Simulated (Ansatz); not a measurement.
Ansatz (a program for electronic structure) input (B3LYP-D3(BJ)/def2-TZVP):

Ansatz 0.2 input:
```yaml
crystal:
  periodic: [false, false, false]
  atoms:
    - {symbol: B, position_ang: [1.20466191, 0.48098564, 0.06660724]}
    - {symbol: O, position_ang: [1.77810798, 0.23965891, -1.03238762]}
    - {symbol: O, position_ang: [0.02370617, 0.24795938, 0.69438345]}
    - {symbol: C, position_ang: [-1.02308804, -0.40299234, -0.00031450]}
    - {symbol: H, position_ang: [1.94157561, 1.11761112, 0.81522600]}
    - {symbol: H, position_ang: [-0.65394914, -1.25773512, -0.57061000]}
    - {symbol: H, position_ang: [-1.73407933, -0.74138052, 0.75528606]}
    - {symbol: H, position_ang: [-1.51809356, 0.29203618, -0.68290423]}
basis:
  gaussian:
    orbitals: def2-TZVP
hamiltonian:
  xc: b3lyp
  dispersion: d3bj
magnetization: {spin_polarized: true, initial_magnetization: 1}
relax: {f_tol: 0.002, max_steps: 150}
```

End of the output:

```
0.60 GiB of device memory are held for the factors and their scratch space
mean field: 0.61 GiB planned
mean field -5875.39629970 eV, -215.9168315274 hartree, gradient 1.1e-5 eV, S^2 0.754520; 0 other end points of the search recorded, 0 dependent functions left out
the calculation of the forces begins
reference -5875.39653556 eV, -215.9168401949 hartree; 16, 15 occupied and 132, 133 virtual orbitals, 827 factors
relax step  14: F+E_penalty+E_count = -5875.57897306 eV  Δ(F+E_penalty+E_count) = -7.619e-6 eV  max|allowed force component| = 7.885e-3 eV/Å  Δτ_max = 0.0050 Å  (43 SCF iters, accepted)
these checks for a lower state are left out or cut short: starts, cluster_reference, orbital_swaps, neighbouring_geometries, increment
integrals: 0.05 GiB planned
827 factors; their error is unknown
0.22 GiB of the device are held for the grids
0.60 GiB of device memory are held for the factors and their scratch space
mean field: 0.61 GiB planned
mean field -5875.39629424 eV, -215.9168313267 hartree, gradient 2.4e-5 eV, S^2 0.754519; 0 other end points of the search recorded, 0 dependent functions left out
the calculation of the forces begins
reference -5875.39653009 eV, -215.9168399940 hartree; 16, 15 occupied and 132, 133 virtual orbitals, 827 factors
relax step  15: F+E_penalty+E_count = -5875.57897548 eV  Δ(F+E_penalty+E_count) = -2.422e-6 eV  max|allowed force component| = 6.354e-3 eV/Å  Δτ_max = 0.0012 Å  (33 SCF iters, accepted)
these checks for a lower state are left out or cut short: starts, cluster_reference, orbital_swaps, neighbouring_geometries, increment
integrals: 0.05 GiB planned
827 factors; their error is unknown
0.22 GiB of the device are held for the grids
0.60 GiB of device memory are held for the factors and their scratch space
mean field: 0.61 GiB planned
mean field evaluation 128: about -5875.3963 eV, gradient 2.0e-4 eV
mean field -5875.39631213 eV, -215.9168319839 hartree, gradient 1.1e-5 eV, S^2 0.754523; 0 other end points of the search recorded, 0 dependent functions left out
the calculation of the forces begins
reference -5875.39654797 eV, -215.9168406511 hartree; 16, 15 occupied and 132, 133 virtual orbitals, 827 factors
relax step  16: F+E_penalty+E_count = -5875.57897894 eV  Δ(F+E_penalty+E_count) = -3.463e-6 eV  max|allowed force component| = 9.369e-4 eV/Å  Δτ_max = 0.0009 Å  (33 SCF iters, accepted)
integrals: 0.05 GiB planned
827 factors; their error is unknown
0.22 GiB of the device are held for the grids
0.60 GiB of device memory are held for the factors and their scratch space
mean field: 0.61 GiB planned
mean field -5875.39631213 eV, -215.9168319839 hartree, gradient 1.2e-5 eV, S^2 0.754523; 3 other end points of the search recorded, 0 dependent functions left out
the calculation of the forces begins
reference -5875.39654797 eV, -215.9168406511 hartree; 16, 15 occupied and 132, 133 virtual orbitals, 827 factors
Total energy: -5875.57921479 eV, -215.9235535327 hartree
Atom 0 at     1.196537     0.541438     0.165950 Å, force     0.000339    -0.000036    -0.000937 eV/Å
Atom 1 at     1.528242     0.404015    -1.118356 Å, force     0.000056     0.000111     0.000285 eV/Å
Atom 2 at     0.039642     0.177800     0.764672 Å, force     0.000253     0.000257     0.000689 eV/Å
Atom 3 at    -1.002713    -0.434085    -0.004439 Å, force    -0.000637    -0.000239     0.000111 eV/Å
Atom 4 at     2.082608     1.058481     0.805334 Å, force    -0.000307    -0.000092     0.000243 eV/Å
Atom 5 at    -0.657365    -1.370307    -0.446614 Å, force    -0.000039    -0.000178    -0.000103 eV/Å
Atom 6 at    -1.826716    -0.636628     0.675857 Å, force     0.000386     0.000139    -0.000144 eV/Å
Atom 7 at    -1.341396     0.235429    -0.797117 Å, force    -0.000052     0.000037    -0.000144 eV/Å
Dipole moment:    -0.300751    -0.119641     0.040069 e Å
```

It need not be the lowest isomer of its formula.
